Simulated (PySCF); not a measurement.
In(H)2(OMe) (CH₅InO), SMILES C[O][InH2]. Atoms are numbered in the order given.

```xyz
8

In     0.0330     0.6249     0.0000
H     -1.3033     1.7019     0.0000
H      1.7545     0.7697     0.0000
O     -0.5990    -1.2880     0.0000
C      0.2250    -2.4173     0.0000
H      1.3125    -2.1883     0.0000
H      0.0297    -3.0488     0.8900
H      0.0297    -3.0488    -0.8900
```

The structure is a stationary point at B3LYP-D3(BJ)/def2-SVP. The def2 effective core potentials stand for the cores of In; spin–orbit coupling is left out.

The numbers are results of C-PCM-PBE0/def2-SVP run with PySCF 2.14.0, not measurements.

The values are the electrostatic part of the solvation free energy, E(continuum) − E(gas) at the gas-phase geometry, in a cavity of scaled van der Waals radii (PySCF's table); cavitation and dispersion terms are not included. A continuum can't describe solvent molecules that bind to the metal. In vacuum the orbital gap is 5.60 eV. The dipole moment in vacuum is 1.74 D.

Computed values in water (ε = 78.36), ethylethanoate (ε = 5.99), n-hexane (ε = 1.88):
```json
[
 {"solvent": "water", "ε": "78.36", "ΔG(elec) (kcal/mol)": "-5.5", "dipole (D)": "2.33", "gap (eV)": "6.16"},
 {"solvent": "ethylethanoate", "ε": "5.99", "ΔG(elec) (kcal/mol)": "-4.6", "dipole (D)": "2.22", "gap (eV)": "6.06"},
 {"solvent": "n-hexane", "ε": "1.88", "ΔG(elec) (kcal/mol)": "-2.4", "dipole (D)": "1.99", "gap (eV)": "5.84"}
]
```
